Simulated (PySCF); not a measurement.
Record of a relaxation.

Compound: C2H7BPSb.
Numbering: `[H][Sb+:5]([H])([H])[B@@H-:3]([C:2]#[CH:1])[PH2:4]` (hydrogens: H6 on C1; H7 on B3; H8, H9 on P4; H10, H11, H12 on Sb5)
Bond orders are those of one Lewis drawing.

Method: PySCF 2.14.0, PBE0-D3(BJ)/def2-SVP geometry optimisation, gas phase, def2 core potentials past Kr; density fitting, grid level 1; the optimiser is geomeTRIC in internal coordinates, started from a GFN2-xTB structure with every atom displaced at random (about 0.01 Å). 13 of its 21 geometries are shown. The frame can shift and turn from step to step; on so coarse a grid that alone can change the energy by a few meV, and forces under 0.02 eV/Å are noise.

Step 0: E = -18675.6000 eV, largest atomic force 5.193 eV/Å
```
atom  x, y, z in Å  |  force x, y, z in eV/Å
C1     -1.214    2.448   -0.234   -1.137   4.655  -2.002
C2     -0.994    1.388    0.234    0.735  -3.381   1.568
B3     -0.756    0.021    0.793    0.384   0.009   0.077
P4     -0.913   -1.492   -0.321   -0.529  -0.952  -0.165
Sb5     1.934   -0.261    0.134    0.383   0.327   0.660
H6     -1.457    3.424   -0.646    0.176  -0.426   0.162
H7     -0.611   -0.147    1.958    0.023  -0.119   0.547
H8     -1.830   -1.000   -1.255   -0.185   0.310  -0.541
H9     -1.921   -2.184    0.400    0.095  -0.209   0.245
H10     1.902   -0.453   -1.508   -0.172   0.025  -0.892
H11     3.601    0.106    0.091    0.240   0.303   0.125
H12     2.298   -1.879    0.346   -0.012  -0.542   0.216
```

Step 2: E = -18675.8865 eV, largest atomic force 0.094 eV/Å
```
atom  x, y, z in Å  |  force x, y, z in eV/Å
C1     -1.225    2.487   -0.291    0.010   0.010   0.026
C2     -1.007    1.386    0.188    0.028   0.058  -0.042
B3     -0.790   -0.010    0.747    0.017  -0.041  -0.032
P4     -1.091   -1.564   -0.356   -0.043   0.021   0.031
Sb5     2.010   -0.293    0.157   -0.077   0.019   0.052
H6     -1.411    3.466   -0.697   -0.010  -0.025   0.000
H7     -0.654   -0.190    1.934    0.023   0.001  -0.019
H8     -1.983   -1.011   -1.316   -0.020  -0.003   0.011
H9     -2.060   -2.205    0.465    0.005  -0.011   0.004
H10     1.950   -0.430   -1.537    0.009  -0.003  -0.078
H11     3.648    0.220    0.173    0.015   0.049   0.039
H12     2.390   -1.934    0.396    0.043  -0.075   0.007
```

Step 3: E = -18675.8926 eV, largest atomic force 0.108 eV/Å
```
atom  x, y, z in Å  |  force x, y, z in eV/Å
C1     -1.210    2.498   -0.298   -0.018   0.104  -0.022
C2     -0.993    1.395    0.172    0.040  -0.092  -0.011
B3     -0.786   -0.006    0.729    0.038   0.003   0.016
P4     -1.111   -1.569   -0.353    0.007   0.014  -0.013
Sb5     1.999   -0.312    0.157   -0.068   0.036   0.069
H6     -1.402    3.478   -0.700    0.004  -0.036   0.009
H7     -0.647   -0.183    1.916    0.010   0.001  -0.010
H8     -2.003   -1.025   -1.316   -0.040  -0.004   0.015
H9     -2.072   -2.205    0.481   -0.015   0.008   0.007
H10     1.962   -0.432   -1.538    0.011  -0.013  -0.097
H11     3.625    0.240    0.199   -0.003   0.041   0.037
H12     2.413   -1.946    0.393    0.033  -0.064   0.001
```

Step 5: E = -18675.9403 eV, largest atomic force 0.676 eV/Å
```
atom  x, y, z in Å  |  force x, y, z in eV/Å
C1     -1.021    2.453   -0.424   -0.103   0.274  -0.211
C2     -0.748    1.355    0.024    0.007  -0.313   0.306
B3     -0.567   -0.049    0.623    0.196   0.265   0.069
P4     -1.286   -1.557   -0.343    0.129  -0.579  -0.326
Sb5     1.853   -0.492    0.115    0.238   0.092  -0.077
H6     -1.315    3.404   -0.832    0.102   0.003   0.020
H7     -0.502   -0.176    1.824   -0.033   0.032   0.069
H8     -2.177   -0.923   -1.248   -0.091   0.083   0.086
H9     -2.234   -2.050    0.591   -0.115   0.113   0.043
H10     2.097   -0.445   -1.568   -0.020  -0.024   0.007
H11     3.240    0.450    0.501   -0.154  -0.026   0.009
H12     2.623   -2.000    0.370   -0.156   0.080   0.004
```

Step 7: E = -18675.9745 eV, largest atomic force 0.533 eV/Å
```
atom  x, y, z in Å  |  force x, y, z in eV/Å
C1     -0.922    2.401   -0.459    0.004   0.001  -0.129
C2     -0.638    1.300   -0.018   -0.227  -0.025   0.214
B3     -0.463   -0.111    0.583    0.050   0.223   0.005
P4     -1.332   -1.598   -0.337    0.067  -0.467  -0.249
Sb5     1.806   -0.518    0.071    0.420  -0.025  -0.085
H6     -1.229    3.347   -0.867    0.104   0.037   0.014
H7     -0.446   -0.202    1.790    0.027  -0.002   0.086
H8     -2.214   -0.884   -1.192   -0.055   0.073   0.053
H9     -2.293   -1.970    0.642   -0.070   0.112   0.051
H10     2.149   -0.429   -1.592   -0.041   0.000   0.063
H11     3.053    0.526    0.601   -0.111  -0.019  -0.025
H12     2.647   -1.978    0.375   -0.169   0.093   0.003
```

Step 8: E = -18675.9599 eV, largest atomic force 0.914 eV/Å
```
atom  x, y, z in Å  |  force x, y, z in eV/Å
C1     -0.861    2.437   -0.412    0.212  -0.750   0.216
C2     -0.668    1.303    0.012   -0.594   0.551  -0.423
B3     -0.538   -0.137    0.545    0.514  -0.124   0.145
P4     -1.301   -1.753   -0.337   -0.164   0.489   0.100
Sb5     1.822   -0.447    0.040   -0.402  -0.238  -0.111
H6     -1.038    3.423   -0.795    0.012   0.116  -0.006
H7     -0.479   -0.221    1.754   -0.006  -0.102   0.050
H8     -2.241   -1.045   -1.141    0.046  -0.053  -0.150
H9     -2.268   -2.025    0.679    0.089  -0.039   0.033
H10     2.154   -0.423   -1.631    0.045   0.055   0.124
H11     3.059    0.566    0.587    0.157   0.116   0.002
H12     2.548   -1.945    0.378    0.090  -0.019   0.019
```

Step 10: E = -18676.0146 eV, largest atomic force 0.149 eV/Å
```
atom  x, y, z in Å  |  force x, y, z in eV/Å
C1     -0.892    2.372   -0.466    0.073   0.022  -0.080
C2     -0.673    1.264   -0.005   -0.043  -0.028   0.133
B3     -0.443   -0.151    0.569   -0.093  -0.009  -0.031
P4     -1.335   -1.665   -0.354   -0.019  -0.023   0.072
Sb5     1.802   -0.501    0.049    0.080   0.053  -0.114
H6     -1.087    3.344   -0.880   -0.015   0.015   0.012
H7     -0.395   -0.258    1.780   -0.035  -0.018  -0.004
H8     -2.224   -0.893   -1.155    0.020  -0.002  -0.015
H9     -2.296   -1.939    0.663    0.002   0.004  -0.010
H10     2.171   -0.413   -1.604    0.008  -0.008   0.006
H11     2.986    0.578    0.613    0.029   0.005   0.010
H12     2.602   -1.959    0.394   -0.007  -0.010   0.021
```

Step 12: E = -18676.0214 eV, largest atomic force 0.087 eV/Å
```
atom  x, y, z in Å  |  force x, y, z in eV/Å
C1     -0.888    2.382   -0.442    0.047  -0.003  -0.028
C2     -0.696    1.271    0.023   -0.080   0.015   0.032
B3     -0.473   -0.150    0.583    0.047   0.002  -0.041
P4     -1.331   -1.685   -0.329   -0.007   0.019   0.040
Sb5     1.803   -0.479    0.032    0.017   0.002   0.029
H6     -1.066    3.361   -0.849   -0.006  -0.008   0.011
H7     -0.413   -0.268    1.791    0.008  -0.022   0.007
H8     -2.209   -0.939   -1.168    0.012  -0.009  -0.012
H9     -2.306   -1.948    0.676   -0.015   0.007  -0.008
H10     2.172   -0.417   -1.621    0.000  -0.001  -0.018
H11     3.022    0.575    0.582   -0.023  -0.003  -0.010
H12     2.581   -1.948    0.392   -0.001   0.002  -0.003
```

Step 13: E = -18676.0248 eV, largest atomic force 0.053 eV/Å
```
atom  x, y, z in Å  |  force x, y, z in eV/Å
C1     -0.865    2.371   -0.437    0.015  -0.015   0.017
C2     -0.695    1.259    0.035   -0.035   0.018  -0.016
B3     -0.461   -0.167    0.582   -0.017   0.008  -0.012
P4     -1.347   -1.706   -0.297    0.003   0.032   0.042
Sb5     1.795   -0.478    0.013    0.012  -0.026  -0.007
H6     -1.030    3.354   -0.838   -0.007  -0.003  -0.002
H7     -0.386   -0.290    1.789    0.019  -0.017   0.002
H8     -2.189   -0.965   -1.176    0.013  -0.006  -0.023
H9     -2.348   -1.898    0.699   -0.014   0.006  -0.009
H10     2.186   -0.419   -1.637   -0.009  -0.002   0.016
H11     2.986    0.595    0.577    0.004   0.018  -0.004
H12     2.581   -1.935    0.396    0.018  -0.013  -0.006
```

Step 15: E = -18676.0316 eV, largest atomic force 0.154 eV/Å
```
atom  x, y, z in Å  |  force x, y, z in eV/Å
C1     -0.840    2.355   -0.399   -0.099   0.014   0.091
C2     -0.708    1.243    0.084    0.123  -0.020  -0.091
B3     -0.447   -0.190    0.601   -0.064   0.014   0.054
P4     -1.389   -1.736   -0.187    0.016  -0.032  -0.002
Sb5     1.786   -0.489   -0.028   -0.015  -0.018   0.005
H6     -1.000    3.344   -0.788    0.013   0.003  -0.027
H7     -0.310   -0.333    1.803    0.010   0.015   0.008
H8     -2.083   -1.052   -1.228    0.015   0.010  -0.022
H9     -2.488   -1.712    0.722   -0.007   0.019  -0.007
H10     2.197   -0.444   -1.674   -0.015  -0.004   0.007
H11     2.932    0.632    0.531    0.000   0.005  -0.005
H12     2.604   -1.916    0.394    0.022  -0.006  -0.011
```

Step 17: E = -18676.0444 eV, largest atomic force 0.090 eV/Å
```
atom  x, y, z in Å  |  force x, y, z in eV/Å
C1     -0.891    2.343   -0.328   -0.070  -0.027   0.042
C2     -0.691    1.234    0.142    0.071   0.048  -0.021
B3     -0.415   -0.190    0.670   -0.010   0.023  -0.015
P4     -1.408   -1.717   -0.082   -0.034  -0.080  -0.023
Sb5     1.790   -0.523   -0.038   -0.017   0.013   0.050
H6     -1.117    3.317   -0.722    0.038   0.006  -0.009
H7     -0.255   -0.327    1.870    0.021   0.018  -0.005
H8     -1.856   -1.100   -1.290    0.018   0.006   0.004
H9     -2.614   -1.438    0.628    0.015  -0.003  -0.003
H10     2.133   -0.499   -1.698   -0.022   0.002  -0.009
H11     2.934    0.633    0.453   -0.007  -0.025  -0.009
H12     2.655   -1.930    0.366   -0.004   0.020  -0.001
```

Step 18: E = -18676.0459 eV, largest atomic force 0.065 eV/Å
```
atom  x, y, z in Å  |  force x, y, z in eV/Å
C1     -0.907    2.348   -0.312   -0.026  -0.010   0.007
C2     -0.690    1.239    0.147   -0.010   0.053   0.000
B3     -0.416   -0.184    0.676    0.054   0.006   0.010
P4     -1.390   -1.722   -0.085   -0.017  -0.032  -0.009
Sb5     1.787   -0.514   -0.022    0.030  -0.043  -0.039
H6     -1.134    3.323   -0.705    0.026  -0.001   0.001
H7     -0.252   -0.315    1.876   -0.030   0.008   0.007
H8     -1.809   -1.109   -1.306    0.009  -0.001   0.007
H9     -2.611   -1.435    0.598    0.011  -0.008  -0.006
H10     2.095   -0.506   -1.691   -0.016   0.006   0.004
H11     2.965    0.621    0.432   -0.018   0.002   0.008
H12     2.645   -1.931    0.364   -0.013   0.018   0.009
```

Step 20: E = -18676.0470 eV, largest atomic force 0.021 eV/Å
```
atom  x, y, z in Å  |  force x, y, z in eV/Å
C1     -0.904    2.356   -0.300    0.007  -0.002   0.000
C2     -0.689    1.244    0.153   -0.010   0.002  -0.002
B3     -0.411   -0.181    0.678    0.005  -0.013  -0.002
P4     -1.378   -1.729   -0.082    0.001   0.020   0.005
Sb5     1.784   -0.516   -0.028    0.008   0.004   0.003
H6     -1.114    3.336   -0.690    0.001   0.001   0.002
H7     -0.256   -0.310    1.879   -0.004  -0.002   0.003
H8     -1.791   -1.121   -1.306    0.001  -0.003  -0.004
H9     -2.603   -1.446    0.592   -0.001  -0.007  -0.002
H10     2.079   -0.509   -1.698   -0.005  -0.001   0.001
H11     2.957    0.623    0.425   -0.004   0.003  -0.003
H12     2.640   -1.929    0.367    0.000  -0.003   0.000
```

Task: Summarise the path.

Result: The energy falls by 43.13 kJ/mol from step 0 to step 20; nine tenths of that is first reached at step 9. It rises by more than 0.2 meV at steps 6 and 8. The largest force goes from 5.193 to 0.021 eV/Å. Among the bonds B3–Sb5 changes most, from 2.784 to 2.330 Å; the atoms move by 0.501 Å rms after alignment.

Task: Follow the three bonds and two angles with the largest change from start to end.

Result: 
| step | E above end (kJ/mol) | largest force (eV/Å) | B3–Sb5 (Å) | B3–P4 (Å) | C2–B3 (Å) | B3–Sb5–H11 (°) | P4–B3–Sb5 (°) |
| --- | --- | --- | --- | --- | --- | --- | --- |
| 0 | 43.13 | 5.193 | 2.784 | 1.886 | 1.497 | 158.1 | 81.9 |
| 1 | 16.68 | 0.385 | 2.878 | 1.932 | 1.516 | 155.5 | 86.7 |
| 2 | 15.49 | 0.094 | 2.876 | 1.930 | 1.520 | 153.8 | 87.4 |
| 3 | 14.90 | 0.108 | 2.859 | 1.928 | 1.522 | 152.0 | 88.0 |
| 4 | 12.94 | 0.428 | 2.714 | 1.922 | 1.530 | 141.3 | 92.0 |
| 5 | 10.29 | 0.676 | 2.512 | 1.929 | 1.538 | 129.4 | 96.9 |
| 6 | 14.71 | 1.080 | 2.231 | 1.962 | 1.551 | 113.1 | 105.8 |
| 7 | 6.99 | 0.533 | 2.361 | 1.952 | 1.544 | 121.9 | 101.2 |
| 8 | 8.40 | 0.914 | 2.433 | 1.993 | 1.540 | 124.5 | 100.2 |
| 9 | 4.05 | 0.377 | 2.396 | 1.987 | 1.542 | 123.7 | 100.2 |
| 10 | 3.12 | 0.149 | 2.330 | 1.985 | 1.545 | 120.1 | 102.4 |
| 11 | 2.68 | 0.098 | 2.375 | 1.980 | 1.543 | 122.3 | 101.6 |
| 12 | 2.46 | 0.087 | 2.365 | 1.981 | 1.544 | 121.8 | 101.6 |
| 13 | 2.14 | 0.053 | 2.348 | 1.982 | 1.545 | 120.6 | 102.7 |
| 14 | 1.85 | 0.106 | 2.344 | 1.978 | 1.545 | 119.3 | 103.4 |
| 15 | 1.48 | 0.154 | 2.339 | 1.974 | 1.545 | 118.1 | 104.4 |
| 16 | 0.77 | 0.161 | 2.340 | 1.970 | 1.545 | 117.6 | 104.8 |
| 17 | 0.25 | 0.090 | 2.339 | 1.970 | 1.544 | 116.8 | 104.4 |
| 18 | 0.10 | 0.065 | 2.334 | 1.973 | 1.543 | 118.7 | 103.9 |
| 19 | 0.02 | 0.043 | 2.333 | 1.977 | 1.544 | 118.1 | 103.3 |
| 20 | 0.00 | 0.021 | 2.330 | 1.977 | 1.545 | 118.3 | 103.4 |

The cost below is that of the whole optimisation. On one thread, AMD EPYC 7R43 (x86_64), no GPU, on a shared host, this took 3.8 min wall and 0.51 GiB of memory at its peak.
